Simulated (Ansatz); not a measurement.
`CC[SiH](Cl)O[SiH3]` → `CCCl` + `[SiH]O[SiH3]` at 500 K and 1 bar (silylene formation by 1,1-elimination).

Calculated with Ansatz (gas phase, PBE0-D4/def2-TZVP geometries, no zero-point term in ΔE). CBS: MP2 limit from def2 TZ/QZ plus the TZ coupled-cluster correction, frozen cores. One conformer a species, not always the lowest.

```
             species  CCSD(T)/CBS energy (Eh)  H − E (kJ/mol)  S (J/(mol·K))
`CC[SiH](Cl)O[SiH3]`              -1194.79013           344.0          521.3
              `CCCl`               -538.89655           203.1          312.5
      `[SiH]O[SiH3]`               -655.75389           130.2          352.5
```

H − E and S are ideal-gas, rigid-rotor, harmonic terms from PBE0-D4/def2-TZVP, for one conformer and one mirror image of each species. 1 Eh = 2625.50 kJ/mol, R = 8.31446 J/(mol·K).

Task: By hand: ΔE, ΔH, ΔS and ΔG.

Result: ΔE = (-538.89655) + (-655.75389) − (-1194.79013) = 0.13969 Eh = 366.8 kJ/mol. Δ(H − E) = 203.1 + 130.2 − 344.0 = -10.7, so ΔH = 356.1 kJ/mol. ΔS = 312.5 + 352.5 − 521.3 = 143.7 J/(mol·K). ΔG = 356.1 − 500 × (143.7)/1000 = 284.2 kJ/mol.

Task: By hand: the equilibrium constant, and the temperature at which ΔG would vanish if ΔH and ΔS stayed fixed.

Result: log₁₀ K = −ΔG/(RT ln 10) = -29.7. ΔG = 0 at ΔH/ΔS = 2478 K.

The number of gas molecules changes by +1, which sets the sign of ΔS. A doubt of 5 kJ/mol in ΔE shifts log₁₀ K by 0.5 here. Other conformers and mirror images would add mixing entropy, several J/(mol·K) or more a flexible species. Modes under 60 cm⁻¹, often nearly free rotors, make the harmonic entropy too high. These are equilibria of isolated gas molecules and say nothing of rates. Largest T1 diagnostic: 0.014 (customary marks: 0.02 for closed shells, 0.045 for open ones).
